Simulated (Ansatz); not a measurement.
Ideal-gas functions of `[F][In]([Cl])[GeH3]` at 400 K and 1 bar, from an Ansatz frequency run at PBE0-D4/def2-TZVP.

Molar mass 244.9 g/mol, point group C1 (symmetry number 1), electronic degeneracy 1, moments of inertia 152.673, 563.796, 710.104 u Å². Harmonic wavenumbers (cm⁻¹, unscaled): 21, 55, 94, 126, 209, 368, 435, 451, 585, 764, 875, 877, 2163, 2178, 2184.

Use S(trans) = R[1.5 ln M + 2.5 ln T − 1.1517]; rotational temperatures θ = 24.2544 K / I; S(rot) = R[ln(√π/σ · √(T³/θAθBθC)) + 1.5]; for each mode x = 1.438777 ν̃/T, S = R[x/(eˣ − 1) − ln(1 − e⁻ˣ)] and H = RT x/(eˣ − 1); 1 cm⁻¹ = 0.0119627 kJ/mol; R = 8.31446 J/(mol·K).

Task: By hand: the entropy, in J/(mol·K).

Result: Translation 183.6. Rotation: θ = 0.1589, 0.043, 0.0342 K, giving 126.7. Vibration, mode by mode: 29.79, 21.80, 17.37, 14.97, 10.88, 6.56, 5.39, 5.15, 3.51, 2.11, 1.54, 1.53, 0.03, 0.03, 0.03, in all 120.7. Electronic 0.0. Sum 431.0 J/(mol·K).

Task: By hand: H − E and G − E in kJ/mol, counted from the electronic energy.

Result: Zero-point energy ½ × 11385 × 0.0119627 = 68.1; thermal vibration 20.7; translation, rotation and pV give 4 RT = 13.3. H − E = 102.1 kJ/mol, and G − E = 102.1 − 400 × 431.0/1000 = -70.3 kJ/mol.

Vibration gives 28 % of the entropy, 83.9 J/(mol·K) of it from the modes under 150 cm⁻¹: soft modes count most, and the harmonic formula is weakest for them. The sum counts one conformer and one mirror image; others add a mixing term.
